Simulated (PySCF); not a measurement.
**Do core-level shifts follow atomic charges?**

Compound: C6H11B.
Numbering: `[CH2:1]=[CH:2]/[CH:3]=[CH:4]\[B:5]([CH3:6])[CH3:7]`

Binding energies: delta-SCF UKS SCAN, pcX-2 on the ionised atom, pcseg-1 elsewhere, spin-free X2C in PySCF. Charges: PBE0/pcSseg-1 ground-state density, for the ionised atom.

| atom | environment | C 1s (eV) | Mulliken (e) | IAO (e) | Hirshfeld (e) | ESP (e) |
| --- | --- | --- | --- | --- | --- | --- |
| C4 | alkene CH carbon | 289.31 | -0.336 | -0.279 | -0.122 | -0.691 |
| C6 | sp3 carbon bound to boron | 289.76 | -0.544 | -0.562 | -0.193 | -0.781 |
| C1 | terminal =CH2 carbon | 289.98 | -0.148 | -0.289 | -0.084 | -0.430 |
| C3 | alkene CH carbon | 290.49 | -0.093 | -0.090 | -0.024 | +0.070 |
| C2 | alkene CH carbon | 290.58 | -0.210 | -0.135 | -0.042 | -0.123 |

Task: Give the correlation coefficient and slope of binding energy on charge for each scheme.

Result: ESP: r = 0.89, slope 1.3 eV per e; Hirshfeld: r = 0.75, slope 5.9 eV per e; IAO: r = 0.62, slope 1.8 eV per e; Mulliken: r = 0.61, slope 1.8 eV per e. ESP charges have the highest r, on only 5 points.

Task: The point-charge model writes a binding energy as kq + V + constant, with V the potential of the other atoms' charges at the site. What does it give with the ESP charges?

Result: V = Σ 14.40 eV Å × q/r over all other atoms: +8.34 eV at C4, +10.61 eV at C6, +4.89 eV at C1, -3.02 eV at C3, +0.08 eV at C2. Fitting binding energy − V to q gives k = 16.8 eV per e and leaves an rms residual of 0.13 eV, against 0.21 eV for the fit on q alone. The model has no term for differences in relaxation between sites.

Spin contamination (⟨S²⟩ against 0.75 for a pure doublet) is marked for C 1s of C3 (0.91) and C 1s of C2 (0.93), which makes these values less certain. The structure is a single PBE0-D3(BJ)/def2-SVP conformer in the gas phase; no vibrational or solvent corrections.

Shape of the structure used: `[CH2:1]=[CH:2]/[CH:3]=[CH:4]\[B:5]([CH3:6])[CH3:7]`: C1–C2–C3–C4 179°, C3–C4–B5–C6 -23°.
